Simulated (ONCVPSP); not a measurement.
**u(r) = r·R(r): atom against pseudo-atom (Cr)**

Columns: radius, all-electron u(r) and pseudo u(r) of the 3p shell (level -45.44 eV) of chromium in the configuration [Ne] 3s2 3p6 3d5 4s1; PBE, scalar-relativistic, ONCV scheme, ONCVPSP 4.0.1.

```
r (bohr)  all-electron  pseudo
   0.090       -0.4262  0.0380
   0.180       -0.5469  0.1459
   0.270       -0.2688  0.3072
   0.360        0.1415  0.4977
   0.450        0.5198  0.6899
   0.540        0.8036  0.8582
   0.630        0.9841  0.9841
   0.720        1.0740  1.0580
   0.810        1.0949  1.0805
   0.900        1.0676  1.0593
   0.990        1.0096  1.0061
   1.080        0.9340  0.9330
   1.170        0.8502  0.8500
   1.260        0.7645  0.7645
   1.350        0.6810  0.6810
   1.440        0.6022  0.6022
   1.530        0.5293  0.5293
   1.620        0.4632  0.4632
   1.710        0.4037  0.4037
   1.800        0.3508  0.3508
   1.890        0.3040  0.3040
   1.980        0.2629  0.2629
   2.070        0.2270  0.2270
   2.160        0.1956  0.1956
   2.250        0.1684  0.1684
   2.340        0.1448  0.1448
```

Question: How many radial nodes do the two functions have?

Answer: The all-electron 3p function has n − l − 1 = 1; the pseudo-wave has 0, since the states of the same l below it are removed with the core.

Question: At about which radius was the pseudo-wave matched?

Answer: 1.30 bohr. The columns agree to 0.0005 from 1.17 bohr on; several derivatives are matched, so the curves merge somewhat inside the radius.

Question: Where does each function peak?

Answer: Outermost all-electron maximum near 0.81 bohr, pseudo maximum near 0.81 bohr (to the table’s step).

Question: Is the pseudo-wave norm-conserving?

Answer: Yes: the ONCV scheme keeps the norm inside the radius equal to the all-electron one, which fixes the energy derivative of the logarithmic derivative at the level.
